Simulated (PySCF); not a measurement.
**Stationary points of PbSe₂⁻**

Computed with PBE0/[Pb def2-TZVPD with ECP60, Se def2-TZVPD], scalar-relativistic core potentials, density fitting, no spin–orbit coupling, PySCF.

Relaxations began from a few typed shapes; open shells are unrestricted. The search is not exhaustive: other isomers or separated fragments can lie lower, and high-lying points may rest on an excited occupation.

```tsv
spin	group	bonds	angles	imaginary modes (cm⁻¹)	ΔE (kJ/mol)	ΔE with ZPE (kJ/mol)
doublet	C2v	Pb–Se 2.526 Å (×2)	Se–Pb–Se 129.0°	none	0.0	0.0
doublet	D∞h	Pb–Se 2.578 Å (×2)	Se–Pb–Se 180.0°	84i, 84i	42.7	–
```

The lowest minimum found is the doublet C2v: Pb–Se 2.526 Å (×2); Se–Pb–Se 129.0°.

For the lowest minimum: the lowest empty level of this anion is unbound, so it and the gap depend on the basis. No spin–orbit coupling is included, which matters more the heavier the element.
